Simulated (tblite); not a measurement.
Question: Give a GFN2-xTB geometry of InChI=1S/C4H9FOSi/c5-3-6-4-1-2-7-4/h4H,1-3,7H2/t4-/m0/s1.

Answer: 
```xyz
16
C4H9FOSi angstrom
F      2.185   -1.650    0.096
C      2.344   -0.366    0.602
O      1.166    0.168    0.992
C      0.266    0.451   -0.091
C     -1.032    1.091    0.423
C     -2.066    0.241   -0.344
Si    -0.722   -1.029   -0.847
H      2.836    0.198   -0.211
H      2.994   -0.456    1.478
H      0.793    1.093   -0.810
H     -1.103    2.160    0.232
H     -1.100    0.929    1.497
H     -2.495    0.788   -1.181
H     -2.892   -0.102    0.274
H     -0.500   -1.262   -2.273
H     -0.681   -2.244   -0.046
```

Orientation and origin are arbitrary. Atoms count from 1 in this order. The 4-membered ring C4–C5–C6–Si7 has internal angles of 75.5° to 99.8° (sum 358°, against 360° for a flat polygon); it is puckered, 0.08 Å rms from its mean plane, widest ring torsion 13°. Si7 (SiH2 silicon) has angles from 75.5° to 118.0°. Of the pairs four or more bonds apart, F1···Si7 is among the closest relative to their van der Waals radii: 3.12 Å, 87 % of the sum of Bondi's values. The C–O distances run from 1.350 Å (C2–O3, drawn single) to 1.435 Å (O3–C4, drawn single), a spread of 0.085 Å.

Bonds between heavy atoms (Å): F1–C2 1.389, C2–O3 1.350, O3–C4 1.435, C4–C5 1.536, C5–C6 1.542, C6–Si7 1.916, C4–Si7 1.933.

Computed geometry: GFN2-xTB, gas phase.

Point group: C1 (no symmetry element, even within 0.4 Å). Its GFN2-xTB frequencies are all real (lowest 60 cm⁻¹). The numbers are those of one conformer (F1–C2–O3–C4 -68°, C2–O3–C4–C5 -178°, O3–C4–C5–C6 -133°, C4–C5–C6–Si7 13°, C5–C6–Si7–C4 -10°, O3–C4–Si7–C6 125°). 3 starts were optimised and ended at 0.00, 0.78 and 0.79 kcal/mol (GFN2-xTB); the lowest of these is shown.
